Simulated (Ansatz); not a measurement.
Isolated molecules relaxed with PBE0-D4/def2-TZVP in Ansatz; ΔE leaves out vibrations. CCSD(T)/CBS adds triple-zeta CCSD(T) − MP2 to the extrapolated MP2 energy (def2 sets, frozen cores). DFT in def2-TZVPP. B3LYP here is the variant with VWN-RPA as its local correlation; programs differ in this. Elements past krypton have def2 core potentials. For Sb outer-core shells are correlated without core-valence functions, which leaves a few kJ/mol of doubt a bond. Each species was taken in one conformer, which may not be the lowest.

`O[SiH2][SiH]([SiH3])S` + `[OH][SbH][OH]` → `[OH][SbH][SiH3]` + `O[SiH2][SiH](O)S`  (redistribution)

`O[SiH2][SiH]([SiH3])S`:

Cartesian coordinates in Å:
```
O 1.765 -0.456 2.055
Si 1.195 -0.969 0.586
Si -0.038 0.845 -0.221
Si -1.590 0.193 -1.842
S -1.144 1.606 1.456
H 2.231 -1.089 2.603
H 2.311 -1.347 -0.328
H 0.322 -2.168 0.743
H 0.872 1.879 -0.796
H -2.490 1.324 -2.191
H -0.872 -0.244 -3.070
H -2.407 -0.938 -1.331
H -0.156 1.363 2.337
```

`[OH][SbH][OH]`:

Z-matrix (Å, degrees):
```
Sb
O 1 1.962
O 1 1.962 2 98.8
H 1 1.708 2 90.7 3 90.8
H 2 0.960 1 111.6 3 103.5
H 3 0.960 1 111.6 2 -103.5
```

`[OH][SbH][SiH3]`:

Z-matrix (Å, degrees):
```
Si
Sb 1 2.580
H 1 1.489 2 108.7
H 1 1.486 2 109.4 3 -118.5
H 1 1.485 2 110.8 3 120.6
O 2 1.984 1 92.4 3 -163.3
H 2 1.717 1 90.2 3 -68.1
H 6 0.960 2 109.5 1 -146.8
```

`O[SiH2][SiH](O)S`:

```xyz
11

O     1.665   -1.234    0.638
Si    1.303    0.381    0.637
Si   -0.861    0.600   -0.240
O    -1.687   -0.554    0.613
S    -0.914    0.256   -2.351
H     1.000   -1.809    1.023
H     2.319    1.039   -0.219
H     1.375    0.968    2.007
H    -1.504    1.938   -0.127
H    -2.579   -0.761    0.326
H    -0.116   -0.826   -2.308
```

```json
{"level": "PBE-D4", "ΔE (kJ/mol)": "-75.9", "difference from CCSD(T)/CBS": "9.7"}
{"level": "r2SCAN-D4", "ΔE (kJ/mol)": "-84.4", "difference from CCSD(T)/CBS": "1.2"}
{"level": "PBE0-D4", "ΔE (kJ/mol)": "-84.7", "difference from CCSD(T)/CBS": "0.9"}
{"level": "B3LYP-D4", "ΔE (kJ/mol)": "-87.5", "difference from CCSD(T)/CBS": "-1.9"}
{"level": "ωB97X-V", "ΔE (kJ/mol)": "-84.8", "difference from CCSD(T)/CBS": "0.8"}
{"level": "ωB97M-V", "ΔE (kJ/mol)": "-91.3", "difference from CCSD(T)/CBS": "-5.7"}
{"level": "B2PLYP", "ΔE (kJ/mol)": "-89.7", "difference from CCSD(T)/CBS": "-4.1"}
{"level": "PBE", "ΔE (kJ/mol)": "-77.4", "difference from CCSD(T)/CBS": "8.2"}
{"level": "r2SCAN", "ΔE (kJ/mol)": "-85.0", "difference from CCSD(T)/CBS": "0.6"}
{"level": "PBE0", "ΔE (kJ/mol)": "-86.2", "difference from CCSD(T)/CBS": "-0.6"}
{"level": "B3LYP", "ΔE (kJ/mol)": "-90.0", "difference from CCSD(T)/CBS": "-4.4"}
{"level": "HF/def2-TZVPP", "ΔE (kJ/mol)": "-106.5", "difference from CCSD(T)/CBS": "-20.9"}
{"level": "MP2/def2-TZVPP", "ΔE (kJ/mol)": "-91.5", "difference from CCSD(T)/CBS": "-5.9"}
{"level": "SCS-MP2/def2-TZVPP", "ΔE (kJ/mol)": "-90.3", "difference from CCSD(T)/CBS": "-4.7"}
{"level": "CCSD/def2-TZVPP", "ΔE (kJ/mol)": "-91.7", "difference from CCSD(T)/CBS": "-6.1"}
{"level": "CCSD(T)/def2-TZVPP", "ΔE (kJ/mol)": "-87.9", "difference from CCSD(T)/CBS": "-2.3"}
{"level": "HF/def2-QZVPP", "ΔE (kJ/mol)": "-104.1", "difference from CCSD(T)/CBS": "-18.5"}
{"level": "MP2/def2-QZVPP", "ΔE (kJ/mol)": "-89.4", "difference from CCSD(T)/CBS": "-3.8"}
{"level": "SCS-MP2/def2-QZVPP", "ΔE (kJ/mol)": "-88.5", "difference from CCSD(T)/CBS": "-2.9"}
{"level": "HF/CBS(def2)", "ΔE (kJ/mol)": "-103.8", "difference from CCSD(T)/CBS": "-18.2"}
{"level": "MP2/CBS(def2)", "ΔE (kJ/mol)": "-89.2", "difference from CCSD(T)/CBS": "-3.6"}
{"level": "CCSD/CBS(def2)", "ΔE (kJ/mol)": "-89.5", "difference from CCSD(T)/CBS": "-3.9"}
{"level": "CCSD(T)/CBS", "ΔE (kJ/mol)": "-85.6", "difference from CCSD(T)/CBS": "0"}
```

Largest T1 diagnostic among the species: 0.015.

From PBE to PBE0 (25 % exact exchange), in def2-TZVPP and without D4, ΔE moves by −8.8 kJ/mol. In def2-TZVPP, CCSD(T) changes the Hartree–Fock value by +18.6 kJ/mol (the triples alone add +3.8 kJ/mol) and MP2 by +15.0 kJ/mol.
